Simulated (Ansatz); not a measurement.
Basis-set extrapolation for `[CH3][Al]([OH])[SiH3]` (PBE0-D4/def2-TZVP geometry, frozen core, the Gaussian-basis code of Ansatz). Multiplicity 1, RHF reference.

```
                      def2-TZVPP   def2-QZVPP
                 HF  -647.786234  -647.808097
    MP2 correlation    -0.629416    -0.675763
CCSD(T) correlation    -0.701081      not run
```

Energies in hartree. Use E(X) = E(∞) + A·exp(−7.88·√X) for Hartree–Fock and E(X) = E(∞) + B·X^(−2.97) for correlation, with X = 3 and 4, and add CCSD(T) minus MP2 of the smaller set to the MP2 limit.

Task: What is the CCSD(T) energy at the basis-set limit?

Result: HF limit: -647.808097 + (-0.021863) × 0.13774 = -647.81111. MP2 limit: -0.675763 + (-0.046347) × 0.74074 = -0.71009. Higher-order term: -0.701081 − (-0.629416) = -0.07166. Total: -648.59286 hartree, 2.87 eV below CCSD(T)/def2-TZVPP.
